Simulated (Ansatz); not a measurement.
Reaction (atomization): `[CH3][GeH]([Cl])[Cl]` → C• + 2 Cl• + Ge• + 4 H•

Program: Ansatz. Geometries: PBE0-D4/def2-TZVP. ΔE: electronic, gas phase. CCSD(T)/CBS is the MP2 limit (def2-TZVPP, def2-QZVPP) plus CCSD(T) − MP2 in def2-TZVPP, frozen cores. This one scheme is used for every species, atoms too. Functionals use def2-TZVPP. B3LYP here is the variant with VWN-RPA as its local correlation; programs differ in this. No spin–orbit coupling; open shells (•) take unrestricted orbitals. Spin–orbit coupling would lower the free atoms: a little for C, Cl; clearly for Ge. For Ge outer-core shells are correlated without core-valence functions, so the limit isn't a true one: a few kJ/mol of doubt a bond, and 10 to 20 or more in all where bonds break to atoms. Scalar relativity is left out up to krypton.

`[CH3][GeH]([Cl])[Cl]`:

```xyz
8

C     0.547   -0.319    0.892
Ge   -0.562    0.197   -0.602
Cl    0.057   -0.906   -2.339
Cl   -0.241    2.281   -1.016
H     0.265    0.258    1.774
H     0.418   -1.383    1.094
H     1.590   -0.120    0.647
H    -2.073   -0.007   -0.450
```

```json
{"level": "BLYP-D4", "ΔE (eV)": "26.50"}
{"level": "CAM-B3LYP-D4", "ΔE (eV)": "26.85"}
{"level": "ωB97X-V", "ΔE (eV)": "27.16"}
{"level": "B2PLYP", "ΔE (eV)": "26.58"}
{"level": "B3LYP", "ΔE (eV)": "26.40"}
{"level": "CCSD/def2-TZVPP", "ΔE (eV)": "26.10"}
{"level": "HF/CBS(def2)", "ΔE (eV)": "20.27"}
{"level": "MP2/CBS(def2)", "ΔE (eV)": "27.47"}
```

What does CCSD(T)/CBS give? (An estimate is asked.)

Ansatz gave: +27.08 eV. The listed levels differ from it by -0.58, -0.23, 0.08, -0.50, -0.68, -0.98, -6.81, 0.39 eV.

Largest T1 diagnostic among the species: 0.009.

From r2SCAN to r2SCAN0 (25 % exact exchange), in def2-TZVPP and without D4, ΔE moves by −0.30 eV: exact exchange takes away binding that semilocal exchange gives to molecules. The D4 term adds +0.33 eV with B3LYP and +0.17 eV with PBE0; it sums over pairs of atoms, weighted by their polarisabilities, and B3LYP, whose exchange is more repulsive, gets the larger term. At CCSD(T), def2-SVP lies −1.77 eV from the extrapolated value and def2-TZVPP −0.58 eV: correlation converges slowly with the basis, and small sets miss more of it in the bonded molecule than in its fragments.

For atomizations the MP2-based limit and the directly extrapolated one differ by several kJ/mol either way, and by 10 to 25 for some Ge, Se and Sn compounds, so smaller differences from it don't rank the levels.
